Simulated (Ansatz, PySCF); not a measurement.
Input for PySCF:
```python
from pyscf import gto, scf, mp

mol = gto.M(
    atom='''
C    -0.180790   -1.615804    0.000369
C     0.566617   -0.518232   -0.002496
C     0.009846    0.778324    0.000146
H    -1.257314   -1.565384    0.004886
H     0.261224   -2.597650   -0.001716
H     1.648648   -0.554021   -0.007033
N    -0.432371    1.835904    0.002250
''',
    basis='cc-pvdz',
    charge=0,
    spin=0,
    verbose=4,
)

mf = scf.RHF(mol)
mf.kernel()

pt = mp.MP2(mf, frozen=4)
pt.kernel()
print('E(MP2) = %.10f' % pt.e_tot)
```

Task: Write the same job for Ansatz (an electronic-structure program).

Result: One answer among several that fit: 
Ansatz 0.2 input:
```yaml
crystal:
  periodic: [false, false, false]
  atoms:
    - {symbol: C, position_ang: [-0.18079014, -1.61580414, 0.00036893]}
    - {symbol: C, position_ang: [0.56661727, -0.51823197, -0.00249564]}
    - {symbol: C, position_ang: [0.00984574, 0.77832356, 0.00014554]}
    - {symbol: H, position_ang: [-1.25731398, -1.56538366, 0.00488629]}
    - {symbol: H, position_ang: [0.26122400, -2.59764951, -0.00171648]}
    - {symbol: H, position_ang: [1.64864793, -0.55402136, -0.00703253]}
    - {symbol: N, position_ang: [-0.43237074, 1.83590426, 0.00224997]}
basis:
  gaussian:
    orbitals: cc-pVDZ
magnetization: {spin_polarized: false}
correlation: {method: mp2, electrons: outside_noble_gas}
accuracy: high
```

Both were run: PySCF gave -170.318345 Eh and Ansatz -170.318345 Eh, 0.000 mEh apart.
